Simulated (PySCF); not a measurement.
Vertical excitations of a molecule C₂H₆FGaO from TDA-PBE/def2-SVPD run with PySCF, as energy in eV (oscillator strength): 5.12 (0.010), 5.41 (0.019), 5.59 (0.001), 5.97 (0.125), 6.67 (0.013), 6.88 (0.002), 7.00 (0.093), 7.12 (0.008), 7.20 (0.000), 7.36 (0.019). Lowest triplet (TDA): 4.86 eV. The structure is a stationary point at B3LYP-D3(BJ)/def2-SVP. The values are those of a single conformer.

**Question.** Which structure fits?
A. CC[O][GaH][F]
B. C[O][Ga]([CH3])[F]
C. C[CH2][Ga]([OH])[F]

**Answer.** B, C[O][Ga]([CH3])[F]
